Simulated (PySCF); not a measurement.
5-thiophen-2-ylpyrimidine (C8H6N2S), SMILES c1csc(-c2cncnc2)c1.

The structure is a stationary point at r2SCAN-D4/def2-SVP. One conformer was computed; it need not be the lowest.

Vertical ionisation energy (IE) and electron affinity (EA) in eV. Rows of orbital energies are one-electron estimates. Where ΔSCF, EOM or ADC give a negative EA the extra electron is unbound and the value depends on the basis.

```csv
level,IE,EA
"−ε(HOMO), −ε(LUMO), M06-2X/def2-SVP (PySCF)",[?],[?]
"−ε(HOMO), −ε(LUMO), PBE/def2-SVP (PySCF)",5.62,2.49
```

Question: Fill in the missing entries. (The exact figures need the calculation; the answer reports its results.)

Answer: 
- −ε(HOMO), −ε(LUMO), M06-2X/def2-SVP (PySCF), IE: 7.70
- −ε(HOMO), −ε(LUMO), M06-2X/def2-SVP (PySCF), EA: 0.94
